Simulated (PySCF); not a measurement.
## Relaxation of singlet SnSBr2

Method: PBE0 in PySCF with Sn def2-SVP with ECP28, S def2-SVP, Br def2-SVP; scalar-relativistic core potentials, no spin–orbit coupling; density-fitted integrals. A (50,194) grid was used.

A hand-made trigonal planar start, of C2v symmetry, held to at least that symmetry:

Coordinates in bohr (charge 0 multiplicity 1):
```
Sn   -0.3930   -0.6808    0.0000
S    -2.5095   -4.3467    0.0000
Br    4.4069   -0.6808    0.0000
Br   -2.7930    3.4761    0.0000
```

**Question.** What forces act on the atoms at the start (eV/Å)?

**Answer.** 
```
atom     Fx     Fy    Fz
 Sn1  -0.14  -0.25  0.00
  S2   0.22   0.39  0.00
 Br3  -0.76   0.34  0.00
 Br4   0.68  -0.48  0.00
```

**Question.** What does it relax to?

**Answer.** It ends at C2v with Sn–Br 2.473 Å (×2), Sn–S 2.212 Å; Br–Sn–Br 103.8°, Br–Sn–S 128.1° (×2). The frequency run here used a shortcut that can spoil soft modes, so no verdict on minimum or saddle point is given.

**Question.** How much energy is released, and in how many steps?

**Answer.** 19.3 kJ/mol in 4 steps.

The relaxation took of the order of 50 core-seconds on a shared host.
